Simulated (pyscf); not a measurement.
Optimised with ωB97X-D3(BJ)/def2-SVP in PySCF.

Estimate the classical barrier height and the reaction energy of •H₂C–CH=CH₂ -> •HC=CH–CH₃ at PBE0-D3(BJ)/def2-TZVP. The step runs on the doublet surface, breaks C–H and forms C–H; take the reactant's lowest minimum found as zero.

ΔE‡ = 66.9 kcal/mol, ΔE = +25.0 kcal/mol. CCSD(T)/def2-TZVPP + ΔMP2(QZVPP) gives 67.6 kcal/mol and +23.9 kcal/mol. Zero-point energy shifts the barrier by -3.3 kcal/mol. It is a hydrogen shift, with an imaginary mode of 2264i cm⁻¹. The same reactants have a lower exit, to cyclic C₃H₅ (SMILES [CH]1CC1) [doublet] (barrier +53.5 kcal/mol at ωB97M-D3(BJ), against +68.3 kcal/mol here). This is the saddle that the search found; another between the same sides may lie lower. The CCSD(T) − MP2 part came from Ansatz, without density fitting, on the same reference. A UHF reference is spin-contaminated (<S²> up to 1.01), which harms MP2 most.
